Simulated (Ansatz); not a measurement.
Computed with Ansatz.

GaH₈NSi₂ (`[NH2][GaH][SiH2][SiH3]`) at its PBE0-D4/def2-TZVP geometry, where that method's forces vanish. Total charge 0; spin multiplicity 1.

```
atom    x (Å)    y (Å)    z (Å)
  N1   0.4456  -2.5228  -1.1111
 Ga2   0.7962  -1.4228   0.2908
 Si3   0.7176   0.9384  -0.1286
 Si4  -1.2596   1.8580   0.7177
  H5   0.2616  -2.2042  -2.0471
  H6   0.4338  -3.5270  -1.0482
  H7   1.0754  -2.1317   1.6594
  H8   1.8654   1.6328   0.5238
  H9   0.7843   1.2316  -1.5901
 H10  -2.4335   1.2230   0.0577
 H11  -1.3542   1.5969   2.1802
 H12  -1.3326   3.3277   0.4954
```

Question: For each bond, give half the difference of the two atoms' forces along it (eV/Å; positive pushes the atoms apart) under PBE-D4, r2SCAN-D4, B3LYP-D4, ωB97M-V in def2-TZVPP. (An estimate is asked.)

Answer: The calculation gave: 
| bond | length (Å) | PBE-D4 | r2SCAN-D4 | B3LYP-D4 | ωB97M-V |
| --- | --- | --- | --- | --- | --- |
| N1–Ga2 | 1.816 | 0.11 | 0.01 | 0.21 | 0.07 |
| N1–H5 | 1.006 | 0.20 | 0.05 | -0.04 | -0.02 |
| N1–H6 | 1.006 | 0.20 | 0.03 | -0.05 | -0.03 |
| Ga2–Si3 | 2.399 | -0.14 | -0.05 | 0.02 | 0.01 |
| Ga2–H7 | 1.566 | -0.01 | -0.09 | -0.08 | -0.10 |
| Si3–Si4 | 2.339 | -0.06 | 0.03 | 0.11 | 0.07 |
| Si3–H8 | 1.492 | 0.11 | 0.00 | -0.09 | -0.11 |
| Si3–H9 | 1.492 | 0.10 | 0.00 | -0.09 | -0.10 |
| Si4–H10 | 1.489 | 0.09 | -0.02 | -0.07 | -0.10 |
| Si4–H11 | 1.489 | 0.09 | -0.02 | -0.07 | -0.10 |
| Si4–H12 | 1.488 | 0.10 | -0.01 | -0.07 | -0.11 |

B3LYP here is the variant with VWN-RPA as its local correlation; programs differ in this.
